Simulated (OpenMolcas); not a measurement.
Rh3+ with its 6 nearest fluoride ions at 2.046 Å, on the Y site of Cs2NaYF6 (a = 9.075 Å, distance in the model lattice 2.178 Å). The rest of the host is ab initio model potentials to 7.6 Å, with orthogonalisation functions on the cations behind the ligands, and point charges beyond; the distance is set by hand and nothing relaxes. Ligand basis ANO-RCC-VDZP.

- Program: OpenMolcas
- Method: SS-CASPT2, IPEA 0.25 Eh, imaginary shift 0.1 Eh (closed shells correlated: 4s 4p and the ligand valence shells)
- Basis: ANO-RCC-VDZP [6s5p3d1f]
- Scalar Hamiltonian: DKH2, point nucleus
- Active space: 6 electrons in 5 orbitals (4d)
- State averaging: 2S+1 = 5 even, 5 roots; 2S+1 = 3 even, 45 roots; 2S+1 = 1 even, 50 roots
- Spin-orbit coupling: RASSI with atomic mean-field integrals over the reference wave functions

(1) What is the spin-free ground state (labels of O, the rotations of Oh)?

(2) Where is the first state of the same spin?

(3) What are the lowest two levels with spin-orbit coupling?

(4) What is χT at 300 K, and how does it compare with the textbook value?

Answers

(1) 1A1, 1-fold in its orbital part; d6 allows 2S+1 = 5, so this is a state of lower spin.

(2) 1T1 at 18900 cm-1 above the ground state.

(3) A 1-fold level, then a 2-fold level 13490 cm-1 above it. Their leading multiplicities are 1 (96 %) and 3 (96 %).

(4) The lowest level has 2S+1 = 1, for which the spin-only value is χT = S(S+1) / 2 = 0.000 cm3 K/mol (g = 2). The computed 0.041 at 300 K differs by +0.041, through orbital momentum, spin-orbit coupling and any other state in reach.

Roots that are degenerate in the reference are averaged as groups; the widest CASPT2 spread within a group is 190 cm-1 (the 3-fold group of multiplicity 1 near 96500 cm-1 above the lowest state of its run). Shifts and gaps below about the spread of the groups concerned are not significant. Over all roots computed the reference weight is 0.69 to 0.72; a low but even weight reflects the number of correlated electrons. The least metal-like active orbital is 79 % on the metal (Löwdin) and no ligand orbital is active, so the numbers are rough. Ligand-to-metal charge-transfer states are missing. With no ligand orbital active B as a rule stays too high, so bands that hang on it stand too high and its fall with covalency is understated. With one d shell and no ligand orbital active, 10Dq can be off by a tenth or more. No measured value stands beside these numbers; the geometry was set by hand and not optimised.
